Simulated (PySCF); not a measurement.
## Excitation energy of In⁺ by level of theory

In⁺ [Kr] 4d10 5s2 (1S) → In⁺ [Kr] 4d10 5s1 6s1 (3S), as a difference of total energies. All numbers are calculated (PySCF 2.14, scalar relativity through the core potential, in aug-cc-pVQZ-PP with one added diffuse shell each of s, p, d, f, g type with ECP28MDF (8s8p6d4f3g, 117 functions)). Correlated levels: valence: 4s2 4p6 4d10 frozen. The calculations carry no spin-orbit coupling.

```json
{"method": "UHF", "excitation energy (eV)": "10.092"}
{"method": "PBE", "excitation energy (eV)": "11.567"}
{"method": "PBE0", "excitation energy (eV)": "11.323"}
{"method": "r2SCAN", "excitation energy (eV)": "11.506"}
{"method": "MN15", "excitation energy (eV)": "11.798"}
{"method": "r2SCAN0", "excitation energy (eV)": "11.356"}
{"method": "r2SCANh", "excitation energy (eV)": "11.445"}
{"method": "SCS-MP2 (valence)", "excitation energy (eV)": "10.861"}
```

Problem. Estimate what MP2 (valence) gives.

Solution. 10.671 eV, closest to SCS-MP2 (valence) among the rows shown.

Problem. Estimate what LDA gives.

Solution. 12.004 eV, closest to MN15 among the rows shown.

Errors of the correlated levels include the incompleteness of this basis and the frozen core.

For comparison: 11.645 eV (measured; NIST levels).
